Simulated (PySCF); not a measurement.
Job for PySCF: R-B3LYP/3-21G on H4Se2Si (SMILES [SiH3][Se][SeH]), a point of a torsion scan.

```python
from pyscf import gto, scf, dft, mp
from pyscf.data.elements import chemcore

mol = gto.M(
    atom='''
    Si   -1.04285431   -0.13861958    0.02483399
    Se    0.38720367    1.64361452   -0.30422336
    Se    2.40328583    0.59712423    0.14358796
    H    -0.63906110   -1.21193357   -0.87796169
    H    -2.34160550    0.43213500   -0.30012665
    H    -0.93345634   -0.55603101    1.41996615
    H     2.98201895    0.84137426   -1.16625088
    ''',
    basis='3-21g',
    charge=0, spin=0, verbose=3, max_memory=1800)
mf = dft.RKS(mol, xc='b3lyp')
mf.conv_tol = 1e-8
mf.max_cycle = 100
mf.kernel()
if not mf.converged:
    mf = mf.newton().run(mf.mo_coeff, mf.mo_occ)
```

Question: Give the final energy of this run.

Answer: -5070.7659 hartree.
